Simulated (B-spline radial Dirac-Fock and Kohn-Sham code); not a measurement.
**Ionisation of each subshell: Hg¹⁰⁺**

System: mercury as Hg¹⁰⁺, [Xe] 4f14 5d2; nuclear rms radius 5.4648 fm (A = 202).

The computed values come from a radial finite-basis atomic code: ΔSCF Dirac-Fock with Breit, self-energy and vacuum polarisation, finite nucleus, configuration average. Correlation energy is missing from these numbers. Energies are counted from the vacuum level.

All terms are in eV, carry their sign (relaxation lowers the binding energy) and add up to the binding energy; ⟨r⟩ is the mean radius of the orbital in the initial state.

```
  subshell  −ε (Koopmans)  relaxation    Breit      QED  binding energy  ⟨r⟩ (bohr)
    K (1s)        83831.4      -87.86  -297.40  -156.88         83289.2       0.017
   L1 (2s)        15150.7      -50.60   -34.39   -23.86         15041.8       0.069
L2 (2p1/2)        14514.1      -55.47   -56.86    -0.52         14401.2       0.057
L3 (2p3/2)        12563.0      -51.59   -33.25    -2.61         12475.6       0.066
   M1 (3s)         3797.9      -26.40    -6.41    -5.57          3759.5       0.180
M2 (3p1/2)         3513.0      -27.60   -10.94    -0.26          3474.2       0.170
M3 (3p3/2)         3074.9      -25.50    -5.91    -0.67          3042.8       0.186
M4 (3d3/2)         2609.5      -28.54    -4.79     0.42          2576.6       0.162
M5 (3d5/2)         2516.5      -27.81    -3.07     0.17          2485.8       0.167
   N1 (4s)         1007.9       -8.81    -1.36    -1.38           996.3       0.399
N2 (4p1/2)          884.7       -8.77    -2.36    -0.04           873.5       0.401
N3 (4p3/2)          777.5       -7.59    -1.11    -0.14           768.7       0.433
N4 (4d3/2)          575.8       -7.56    -0.70     0.11           567.7       0.441
N5 (4d5/2)          555.6       -7.19    -0.32     0.06           548.1       0.452
N6 (4f5/2)          294.9       -7.06     0.08     0.08           288.0       0.471
N7 (4f7/2)          290.5       -6.87     0.23     0.07           283.9       0.477
   O1 (5s)          303.2       -1.14    -0.27    -0.29           301.5       0.880
O2 (5p1/2)          256.7       -1.06    -0.44     0.00           255.2       0.928
O3 (5p3/2)          235.1       -0.85    -0.19    -0.02           234.0       0.996
 O4,5 (5d)          170.8       -0.52    -0.04     0.02           170.3       1.164
```

For the deepest level, K (1s), the Breit terms make up -0.357 % of the binding energy, QED -0.188 % and orbital relaxation -0.105 %.

Spin-orbit splittings: 2p 1925.6 eV, 3p 431.4 eV, 3d 90.80 eV, 4p 104.9 eV, 4d 19.56 eV, 4f 4.07 eV, 5p 21.23 eV.

Going to the tabulated ground configuration of the next ion removes an electron from O4,5 (5d), computed at 170.3 eV. NIST lists 173 ± 2.4 eV as the ionisation energy of this species (theoretical), +2.73 eV from the computed value. Where a p, d or f shell is open in either ion the computed value averages over both j values and all terms, while the table refers to the lowest levels; that difference holds spin-orbit splitting (largest in heavy or highly charged ions), term energies where several electrons share open shells, and correlation, and it can reach 10 % or more.
